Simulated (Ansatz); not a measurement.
C₅H₄N (SMILES [c-]1ccncc1), charge -1, singlet, at a GFN2-xTB geometry (a gas-phase anion, which may not be bound at this level). Base run: Ansatz (an electronic-structure program) with PBE0/STO-3G.

Geometry (Å):
```xyz
10

N     -0.0026     0.0002     1.3840
C      0.0029    -0.0002    -1.5400
C      0.0144     1.1244     0.6635
C     -0.0169    -1.1242     0.6637
C     -0.0148    -1.1599    -0.7130
C      0.0175     1.1597    -0.7132
H      0.0261     2.0430     1.2651
H     -0.0308    -2.0427     1.2655
H     -0.0277    -2.1469    -1.1924
H      0.0321     2.1466    -1.1928
```
Charge -1, spin multiplicity 1.
All else is at Ansatz's defaults.
Base energy -244.14689 Eh.

Variants of this job, named by their change:

| change | ΔE vs base (mEh) |
|---|---|
| base | 0.000 |
| lower_state_search = off | 0.000 |
| final_grid = 6, 12, 29 | -0.032 |
| forces = on | 0.000 |
| final_grid = 4, 8, 17 | ___ |
| point_charge = charge:0.5 position_ang:5.1762, -1.6323, -0.5133 | -46.391 |
| accuracy = high | -0.001 |
| point_charge = charge:1.0 position_ang:-4.3048, 3.2771, -0.6737 | -94.356 |
| fitting.mean_field = cc-pVTZ-JKFIT | ___ |
| final_grid = 14, 28, 59 | 0.000 |
| lower_state_search = full | 0.000 |

Problem. Fill in the missing entries.

Solution. 
- final_grid = 4, 8, 17, ΔE vs base (mEh): -0.774
- fitting.mean_field = cc-pVTZ-JKFIT, ΔE vs base (mEh): -0.163

A gas-phase anion may not be bound at this level; its values then depend on the basis.
